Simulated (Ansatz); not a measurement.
`FC1(Cl)O[SiH2]1` and `FC1(CCl)O[SiH2]1` differ in one atom or group.

Ansatz, PBE0-D4/def2-TZVP geometries, multiplicity 1. Each molecule was computed in one conformer, which needn't be the lowest.

```tsv
property	`FC1(Cl)O[SiH2]1`
HOMO–LUMO gap (ωB97M-V/def2-TZVPP) / eV	10.47
size of the dipole moment (ωB97M-V/def2-TZVPP) / D	3.38
HOMO energy (B3LYP/def2-TZVPP) / eV	-7.68
HOMO–LUMO gap (B3LYP/def2-TZVPP) / eV	6.03
LUMO energy (PBE/def2-TZVPP) / eV	-2.24
size of the dipole moment (PBE/def2-TZVPP) / D	2.95
```

Problem. What does the change do to each property? (Estimate.)

Solution. The calculation gave: 
```
                                          property  `FC1(CCl)O[SiH2]1`  shift
           HOMO–LUMO gap (ωB97M-V/def2-TZVPP) / eV               10.59   0.12
size of the dipole moment (ωB97M-V/def2-TZVPP) / D                4.20   0.82
               HOMO energy (B3LYP/def2-TZVPP) / eV               -7.58   0.10
             HOMO–LUMO gap (B3LYP/def2-TZVPP) / eV                6.17   0.14
                 LUMO energy (PBE/def2-TZVPP) / eV               -2.00   0.24
    size of the dipole moment (PBE/def2-TZVPP) / D                3.77   0.82
```

With PBE0 the HOMO rises by 0.10 eV and the LUMO rises by 0.25 eV, so the gap widens by about 0.15 eV. PBE moves the HOMO by 0.09 eV and ωB97M-V by 0.10 eV. Dipoles are sizes alone; their direction can turn.

B3LYP here is the variant with VWN-RPA as its local correlation; programs differ in this.
